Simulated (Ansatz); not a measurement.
Species: ZnF₂, charge 0, multiplicity 3. The spin state was set by rule; other spins were not relaxed. 
Structure (B3LYP-D3(BJ)/def2-TZVP (Ansatz, a program for electronic structure) minimum search):
```
Zn
F 1 1.9878
F 1 1.9878 2 60.94
```
Charge 0, spin multiplicity 3.

Total electronic energies in hartree. Cores are frozen in the correlated levels unless marked. Open shells are spin-unrestricted. No spin-orbit coupling. Frozen are the shells of the preceding noble gas and the d and f shells that filled before the atom's block. No relativistic terms.  The program attaches cautions to a run behind CCSD/6-31G*: other roots.

The Hartree-Fock reference is unstable (checked in the largest basis), which strains HF and MP2. 

```json
[
 {"level": "HF/STO-3G", "program": "Ansatz", "energy (Eh)": "[?]"},
 {"level": "HF/def2-QZVPP", "program": "Ansatz", "energy (Eh)": "-1976.73132"},
 {"level": "PBE0-D4/def2-TZVPD", "program": "Ansatz + dftd4", "energy (Eh)": "[?]"},
 {"level": "HSE06/def2-TZVPD", "program": "Ansatz", "energy (Eh)": "[?]"},
 {"level": "LC-wPBE-D3(BJ)/def2-TZVPD", "program": "Ansatz + dftd3", "energy (Eh)": "-1978.72743"},
 {"level": "B2PLYP/def2-TZVPD", "program": "Ansatz", "energy (Eh)": "-1978.66410"},
 {"level": "RPA@PBE/def2-QZVPP", "program": "Ansatz", "energy (Eh)": "-1978.16402"},
 {"level": "CCSD/6-31G*", "program": "Ansatz", "energy (Eh)": "-1976.84745"}
]
```

Complete the blanks.


- HF/STO-3G, energy (Eh): -1953.47059
- PBE0-D4/def2-TZVPD, energy (Eh): -1978.63426
- HSE06/def2-TZVPD, energy (Eh): -1978.62410
